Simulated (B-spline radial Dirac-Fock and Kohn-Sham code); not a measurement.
Calculated with a radial B-spline solver, using Dirac-Fock ΔSCF + Breit + QED. Electron correlation is not included.

Q: Identify the element and charge state from the binding energies below (tabulated ground configuration; the least bound level is included).

```
level  binding energy (eV)
   1s              26701.9
   2s               6258.7
   2p               6057.8
```

A: Rh⁴⁰⁺: Z = 45 with 5 electrons, [He] 2s2 2p1. The hydrogen-like estimate √(E/Ry) = 44.3 for the K level lies 0.7 below Z (screening lowers it, relativity raises it); the outermost level, at 6057.8 eV, fixes the charge.

Q: Identify the element and charge state from the binding energies below (tabulated ground configuration; the least bound level is included).

```
level  binding energy (eV)
   1s              65461.2
3p3/2               2233.0
3d5/2               1782.4
4d5/2                332.5
   5s                173.2
   5p                136.1
   4f                131.1
```

A: Hf⁷⁺: Z = 72 with 65 electrons, [Kr] 4d10 4f13 5s2 5p4. The hydrogen-like estimate √(E/Ry) = 69.4 for the K level lies 2.6 below Z (screening lowers it, relativity raises it); the outermost level, at 131.1 eV, fixes the charge.

Q: An atom or ion in its tabulated ground configuration has these computed binding energies (the last is its least bound level). Which is it?

```csv
level,binding energy (eV)
1s,10505.3
2s,1444.5
2p1/2,1282.9
3s,288.6
3p1/2,233.8
3p3/2,229.9
3d,142.1
```

A: Ga⁶⁺: Z = 31 with 25 electrons, [Ar] 3d7. The hydrogen-like estimate √(E/Ry) = 27.8 for the K level lies 3.2 below Z; the outermost level, at 142.1 eV, fixes the charge.
